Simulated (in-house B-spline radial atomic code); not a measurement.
# Excitations of K II (K+) by several methods

Full response, energies in eV; labels give the largest channel, * marks a mixed state, a dash one above the method's threshold, and an imaginary frequency an unstable closed-shell reference. Computed with an all-electron radial atomic-structure program (B-spline basis): linear response of the closed shell [Ne] 3s2 3p6 with each method's own kernel (bare exchange for TDHF, static screening on G0W0 levels for BSE, the adiabatic kernel for functionals); non-relativistic, point nucleus, no spin-orbit coupling, no double excitations, S, P, D and F terms only. Only terms of natural parity with L up to 3 were computed.

```
           method  3p → 4s 3P  3p → 4s 1P  3p → 3d 3P  α (bohr³)
             TDHF      20.482      20.997      19.890       5.46
   BSE on G0W0@HF      20.875      21.315      21.698      5.204
         LDA VWN5      18.726      18.959      19.950      5.742
              PBE      18.487      18.796      19.758      5.717
             PBE0      19.272      19.618      19.993      5.605
  B3LYP (VWN-RPA)      18.860      19.170      19.906      5.667
        CAM-B3LYP      18.895      19.218      19.911      5.665
          LC-wPBE           ?           ?           ?          ?
            wB97X      19.590      19.827      20.427       5.62
            HSE06      19.300      19.654      20.000       5.61
        BHandHLYP      19.567      19.938      20.050       5.56
             BLYP      18.141      18.433      19.646      5.768
           PBEsol      18.577      18.875      19.804      5.723
             BP86      18.770      19.009      19.887      5.717
LDA exchange-only      17.680      18.049      19.165      5.918
            B97-1           ?           ?           ?          ?
             RPBE      18.350      18.654      19.724      5.716
             OLYP      18.078      18.348      19.713      5.654
```

Task: What does LC-wPBE give?

Result: 3p → 4s 3P: 19.292; 3p → 4s 1P: 19.634; 3p → 3d 3P: 20.036; α: 5.601 (eV, bohr³).

Task: What does B97-1 give?

Result: 3p → 4s 3P: 19.234; 3p → 4s 1P: 19.497; 3p → 3d 3P: 20.216; α: 5.632 (eV, bohr³).
